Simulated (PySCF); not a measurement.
C₃H₉NSi.
Bonds: Si1–N2, N2–C3, C3–C4, C4–C5, C3–C5. Hydrogens: H6, H7, H8 on Si1; H9 on N2; H10 on C3; H11, H12 on C4; H13, H14 on C5.

Method used: PySCF 2.14.0, PBE0-D3(BJ)/def2-SVP geometry optimisation, gas phase.

Task: What internal coordinates does the optimisation give?

Result: 
```csv
bond,length (bohr)
Si1–N2,3.282
N2–C3,2.696
"C3–C4, C3–C5",2.837
C4–C5,2.834
"Si1–H6, Si1–H7, Si1–H8",2.829
N2–H9,1.918
C3–H10,2.081
"C4–H11, C5–H14",2.065
"C4–H12, C5–H13",2.065
```

Bonds in one row agree within 0.02 bohr and their mean is given. A selection of angles:
```csv
angle,degrees
N2–Si1–H6,106.5
N2–Si1–H7,110.2
N2–Si1–H8,114.8
H6–Si1–H7,110.1
H6–Si1–H8,108.3
Si1–N2–C3,123.0
Si1–N2–H9,117.3
C3–N2–H9,113.6
N2–C3–C4,118.9
N2–C3–C5,118.3
N2–C3–H10,116.9
C4–C3–C5,59.9
C4–C3–H10,115.4
C3–C4–C5,60.1
C3–C4–H11,118.5
C3–C4–H12,116.2
C5–C4–H11,119.0
C5–C4–H12,117.0
H11–C4–H12,115.0
C3–C5–H13,116.9
C3–C5–H14,118.2
```

Dihedral angles: Si1–N2–C3–C4 137° (anticlinal); N2–C3–C4–C5 -108° (anticlinal); N2–C3–C5–C4 109° (anticlinal). The mirror-image conformer, all signs reversed, is as good.

Si1 (SiH3 silicon) is distorted tetrahedral (angles from 106.5° to 114.8°). Of the pairs four or more bonds apart, Si1···H13 is among the closest relative to their van der Waals radii: 3.27 Å, 99 % of the sum of Bondi's values. All internal angles of the 3-membered ring C3–C4–C5 are 60.0°. All 3 C–C bonds measure 1.500 to 1.502 Å. N2 (silicon-bound nitrogen) has angles 123.0°, 117.3° and 113.6°, sum 353.9°, 0.19 Å off the plane of its three neighbours.

Point group: C1 (no symmetry element, even within 0.4 Å). Whether it is a minimum is left open (no frequencies). One conformer, not necessarily the lowest.

Hardware: an Arm Neoverse V2 with one thread, shared host with 192 logical CPUs at a one-minute load of 34. Cost: 75 s, 0.50 GiB resident at most. This is the geometry optimisation.
